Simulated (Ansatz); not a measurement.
Two members of one family (Oligo(EDOT)), computed with Ansatz in the gas phase. The two geometries come from different levels. A negative affinity means that the extra electron isn't bound at that geometry and level; within about 0.2 eV of zero the sign isn't settled. Binding counts from free atoms in the multiplicity of their measured ground term, without zero-point energy. Sets without diffuse functions give affinities that are too small. A dash marks a value that wasn't run or was left out as unsound. The structures are stationary points that may keep the symmetry of their start. Remarks come from the PBE and PBE0 runs and from stability tests at other levels; not every state was tested. A HOMO above zero means that the electron is unbound at that level and held by the basis, or that self-interaction error raises the level; the energy of removing that electron tells which.

First: c1sc(-c2scc3c2OCCO3)c2c1OCCO2 (singlet, charge 0, PBE-D4/def2-SVP geometry).

```xyz
28

C    -2.345   -1.866    2.391
S    -2.531   -2.166    0.695
C    -1.070   -1.282    0.288
C    -0.630   -1.143   -1.080
S    -0.727   -2.482   -2.213
C    -0.050   -1.549   -3.508
C     0.259   -0.269   -3.088
C    -0.076   -0.033   -1.710
O     0.096    1.181   -1.113
C     1.013    2.004   -1.836
C     0.686    2.004   -3.323
O     0.813    0.694   -3.882
C    -0.489   -0.774    1.447
C    -1.221   -1.102    2.640
O    -0.817   -0.698    3.881
C     0.542   -0.252    3.896
C     0.843    0.642    2.701
O     0.681   -0.073    1.474
H    -3.054   -2.264    3.124
H     0.083   -1.972   -4.508
H     2.054    1.642   -1.675
H     0.922    3.025   -1.415
H     1.389    2.655   -3.880
H    -0.350    2.386   -3.479
H     1.230   -1.130    3.889
H     0.683    0.300    4.846
H     1.894    0.992    2.728
H     0.169    1.531    2.712
```

```json
{"level": "PBE-D4/def2-SVP", "HOMO (eV)": "-4.47", "LUMO (eV)": "-1.50", "gap (eV)": "2.97", "vertical IE (eV)": "–", "vertical EA (eV)": "–", "vertical triplet (eV)": "–", "binding per atom (eV)": "5.12"}
{"level": "PBE-D4/def2-TZVP", "HOMO (eV)": "-4.56", "LUMO (eV)": "-1.63", "gap (eV)": "2.93", "vertical IE (eV)": "6.69", "vertical EA (eV)": "-0.37", "vertical triplet (eV)": "2.62", "binding per atom (eV)": "5.04"}
{"level": "r2SCAN-D4/def2-TZVP", "HOMO (eV)": "-4.71", "LUMO (eV)": "-1.56", "gap (eV)": "3.15", "vertical IE (eV)": "–", "vertical EA (eV)": "–", "vertical triplet (eV)": "–", "binding per atom (eV)": "4.85"}
{"level": "PBE0-D4/def2-SVP", "HOMO (eV)": "-5.52", "LUMO (eV)": "-0.88", "gap (eV)": "4.64", "vertical IE (eV)": "–", "vertical EA (eV)": "–", "vertical triplet (eV)": "–", "binding per atom (eV)": "4.97"}
{"level": "PBE0-D4/def2-TZVP", "HOMO (eV)": "-5.52", "LUMO (eV)": "-0.94", "gap (eV)": "4.58", "vertical IE (eV)": "6.93", "vertical EA (eV)": "-0.39", "vertical triplet (eV)": "2.77", "binding per atom (eV)": "4.89"}
```

Remarks: HOMO above zero (-1 doublet).

Second: c1sc(-c2sc(-c3scc4c3OCCO4)c3c2OCCO3)c2c1OCCO2 (singlet, charge 0, r2SCAN-D4/def2-SVP geometry).

```xyz
41

C     0.1777    3.1750    3.7344
S     0.9289    1.7715    3.0639
C    -0.2895    1.6074    1.8175
C    -0.2499    0.5359    0.8590
S     1.2647   -0.0267    0.1891
C     0.4828   -1.2769   -0.7558
C     1.2088   -2.1771   -1.6033
S     0.4279   -3.3886   -2.6004
C     1.9319   -3.9450   -3.2468
C     2.9925   -3.2425   -2.7224
C     2.5831   -2.2403   -1.7926
O     3.4642   -1.4224   -1.1554
C     4.7458   -1.4272   -1.7764
C     5.1795   -2.8469   -2.0904
O     4.3010   -3.4488   -3.0361
C    -0.8912   -1.2164   -0.5597
C    -1.3057   -0.2090    0.3539
O    -2.6052   -0.0480    0.7179
C    -3.4015   -1.1765    0.3718
C    -3.1140   -1.6246   -1.0474
O    -1.7642   -2.0662   -1.1656
C    -1.2313    2.6175    1.9487
C    -0.9678    3.4994    3.0441
O    -1.7772    4.5516    3.3422
C    -2.6489    4.8871    2.2651
C    -3.2743    3.6423    1.6669
O    -2.2762    2.8021    1.1012
H     0.6086    3.6991    4.5850
H     1.9689   -4.7604   -3.9665
H     4.7121   -0.8294   -2.7075
H     5.4404   -0.9511   -1.0698
H     5.1970   -3.4448   -1.1591
H     6.1825   -2.8574   -2.5402
H    -4.4512   -0.8671    0.4792
H    -3.1999   -2.0100    1.0736
H    -3.2959   -0.7896   -1.7493
H    -3.7495   -2.4766   -1.3293
H    -2.0857    5.4331    1.4829
H    -3.4196    5.5542    2.6800
H    -3.8342    3.0877    2.4462
H    -3.9652    3.9057    0.8516
```

Q: What does the change do? Estimate second minus first.

A: 
```
              level  Δ HOMO (eV)  Δ LUMO (eV)  Δ gap (eV)  Δ vertical IE (eV)  Δ vertical EA (eV)  Δ vertical triplet (eV)  Δ binding per atom (eV)
    PBE-D4/def2-SVP         0.49        -0.21       -0.70                   –                   –                        –                     0.07
   PBE-D4/def2-TZVP         0.49        -0.19       -0.68               -0.81                0.51                    -0.60                     0.07
r2SCAN-D4/def2-TZVP         0.52        -0.22       -0.74                   –                   –                        –                     0.06
   PBE0-D4/def2-SVP         0.59        -0.31       -0.90                   –                   –                        –                     0.07
  PBE0-D4/def2-TZVP         0.59        -0.29       -0.87               -0.80                0.50                    -0.61                     0.07
```

Remarks: HOMO above zero (-1 doublet).
